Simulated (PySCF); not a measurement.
Electron correlation in Mg³⁺ (magnesium, charge +3)

[He] 2s2 2p5, 2P determinant. Calculation: PySCF 2.14, in pcseg-2; no relativity, point nucleus. Frozen: [He] 2s2; 5 electrons correlated.

Total MP2 correlation energy: -1.98 mhartree.

Same-spin part -0.27 and opposite-spin part -1.71 mhartree; SCS-MP2 scales them by 1/3 and 6/5 to -2.14 mhartree.

```tsv
level	correlation energy (mhartree)
CCSD	-2.16
(T)	-0.01
CCSD(T)	-2.17
```

Diagnostics: T1 = 0.00043, D1 = 0.0006, largest double amplitude 0.005.

Cost of the coupled-cluster step: 0.15 s of wall time on 1 thread of Neoverse-N1 (shared host), for 5 correlated electrons.
